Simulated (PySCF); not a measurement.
Molfile (atoms numbered from 1):
```
C5H8NO
     RDKit          3D

 15 15  0  0  0  0  0  0  0  0999 V2000
   -2.4518    0.5624   -0.0021 C   0  0  0  0  0  0  0  0  0  0  0  0
   -1.6091    0.0155    1.0396 N   0  0  0  0  0  0  0  0  0  0  0  0
   -0.3726   -0.1883    0.8039 C   0  0  0  0  0  0  0  0  0  0  0  0
    0.4734    0.0300   -0.4004 C   0  0  0  0  0  0  0  0  0  0  0  0
    0.0172    0.5166   -1.5076 O   0  0  0  0  0  0  0  0  0  0  0  0
    1.6170   -1.0424   -0.4066 C   0  0  0  0  0  0  0  0  0  0  0  0
    1.9369    0.3415    0.0683 C   0  0  0  0  0  0  0  0  0  0  0  0
   -3.2614   -0.1493   -0.1954 H   0  0  0  0  0  0  0  0  0  0  0  0
   -2.9020    1.4875    0.3734 H   0  0  0  0  0  0  0  0  0  0  0  0
   -1.8912    0.7568   -0.9200 H   0  0  0  0  0  0  0  0  0  0  0  0
    0.1622   -0.6032    1.6633 H   0  0  0  0  0  0  0  0  0  0  0  0
    1.9846   -1.3291   -1.3823 H   0  0  0  0  0  0  0  0  0  0  0  0
    1.6179   -1.8478    0.3192 H   0  0  0  0  0  0  0  0  0  0  0  0
    2.5135    0.9714   -0.5949 H   0  0  0  0  0  0  0  0  0  0  0  0
    2.1608    0.4864    1.1195 H   0  0  0  0  0  0  0  0  0  0  0  0
  1  2  1  0
  2  3  2  0
  3  4  1  0
  4  5  1  0
  4  6  1  0
  6  7  1  0
  7  4  1  0
  1  8  1  0
  1  9  1  0
  1 10  1  0
  3 11  1  0
  6 12  1  0
  6 13  1  0
  7 14  1  0
  7 15  1  0
M  CHG  1   5  -1
M  END
```

Geometry: GFN2-xTB; GIAO shifts from PySCF 2.14, gas phase, non-relativistic, averaged over equivalent atoms.

At PBE0/cc-pVDZ (138 basis functions, 17 s wall time on 1 thread of an Intel Xeon Platinum 8488C, shared host):
```csv
atoms,δ (ppm)
C3,182.7
C4,71.2
C1,36.5
C6/C7,22.6
N2,317.4
O5,55.6
H11,6.92
H8/H9/H10,4.56
H13/H15,0.43
H12/H14,-0.36
```

Chemical shifts δ = σref − σ; 13C (199.12 ppm) and 1H (31.75 ppm) against TMS; NH3 for 15N (275.25 ppm); 17O (345.01 ppm) against H2O, all at this level.

Problem. What do these become at PBE0/pcSseg-1?

Solution. 
```json
{"atoms": "C3", "δ at PBE0/pcSseg-1": "190.8", "change": "+8.1"}
{"atoms": "C4", "δ at PBE0/pcSseg-1": "72.1", "change": "+0.9"}
{"atoms": "C1", "δ at PBE0/pcSseg-1": "38.2", "change": "+1.7"}
{"atoms": "C6/C7", "δ at PBE0/pcSseg-1": "22.0", "change": "-0.6"}
{"atoms": "N2", "δ at PBE0/pcSseg-1": "341.9", "change": "+24.5"}
{"atoms": "O5", "δ at PBE0/pcSseg-1": "59.8", "change": "+4.2"}
{"atoms": "H11", "δ at PBE0/pcSseg-1": "6.95", "change": "+0.03"}
{"atoms": "H8/H9/H10", "δ at PBE0/pcSseg-1": "4.72", "change": "+0.16"}
{"atoms": "H13/H15", "δ at PBE0/pcSseg-1": "0.47", "change": "+0.04"}
{"atoms": "H12/H14", "δ at PBE0/pcSseg-1": "-0.17", "change": "+0.19"}
```

Shifts are taken against calculated references (same method and geometry level): TMS for 13C (186.93 ppm) and 1H (31.72 ppm); 15N (267.73 ppm) vs NH3; 17O (336.08 ppm) vs H2O.

The largest change is at N2 (imine nitrogen). Cost: 159 basis functions, 16 s wall time on 1 thread of an Arm Neoverse V2, shared host. The order of the carbon signals is the same at both levels.

Experimental scales use liquid or dissolved standards, which lie at an offset from isolated NH3 (liquid NH3: subtract about 20 ppm) and H2O (liquid H2O: subtract about 36 ppm). Unscaled 15N shifts of sp2 nitrogen come out 20 to 40 ppm too high even then.
